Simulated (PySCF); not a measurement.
# How exact exchange moves a shielding

Molecule: SMILES Cl[BH-]1[NH2+][BH2-][NH2+]1, B$_{2}$ClH$_{7}$N$_{2}$.

Geometry:
| atom | x (Å) | y (Å) | z (Å) |
| --- | --- | --- | --- |
| Cl1 | -0.499 | -2.048 | 0.555 |
| B2 | -0.795 | -0.621 | -0.564 |
| N3 | -1.884 | 0.371 | 0.011 |
| B4 | -0.794 | 1.533 | -0.161 |
| N5 | 0.356 | 0.460 | -0.464 |
| H6 | -1.026 | -0.937 | -1.710 |
| H7 | -2.143 | 0.171 | 0.975 |
| H8 | -2.732 | 0.454 | -0.542 |
| H9 | -1.030 | 2.202 | -1.148 |
| H10 | -0.602 | 2.162 | 0.862 |
| H11 | 0.898 | 0.597 | -1.312 |
| H12 | 0.997 | 0.295 | 0.309 |

GIAO shieldings (ppm, equivalent atoms averaged) in PySCF 2.14 on the PBE0-D3(BJ)/def2-SVP geometry, basis pcSseg-2, gas phase, non-relativistic:

| functional | exact exchange (%) | σ(Cl1) | σ(B2) | σ(B4) | σ(N3/N5) |
| --- | --- | --- | --- | --- | --- |
| BLYP | 0 | 836.0 | 94.7 | 107.1 | 207.3 |
| BP86 | 0 | 848.5 | 98.0 | 110.2 | 213.5 |
| PBE | 0 | 846.0 | 97.8 | 110.0 | 213.1 |
| PBE0 | 25 | 877.5 | 103.4 | 114.6 | 221.2 |
| mPW1PW91 | 25 | 879.4 | 103.2 | 114.3 | 220.8 |
| BHandHLYP | 50 | 891.5 | 105.8 | 116.2 | 222.6 |
| HF | 100 | 933.2 | 115.8 | 124.2 | 232.9 |

**Question.** Fit each shielding as a line in the percentage of exact exchange.

**Answer.** σ(Cl1) = 847.6 + 0.89 x (rms 6.5 ppm); σ(B2) = 97.3 + 0.19 x (rms 1.3 ppm); σ(B4) = 109.6 + 0.15 x (rms 1.2 ppm); σ(N3/N5) = 212.7 + 0.21 x (rms 2.7 ppm). The functionals also differ in their semilocal parts, which the line can't hold; Hartree–Fock has no correlation at all.

**Question.** What does the line predict for B3LYP (20 %), and what does the run give?

**Answer.** σ(Cl1): 865.4 predicted, 862.0 computed; σ(B2): 101.1 predicted, 99.5 computed; σ(B4): 112.6 predicted, 111.1 computed; σ(N3/N5): 216.9 predicted, 214.6 computed ppm.
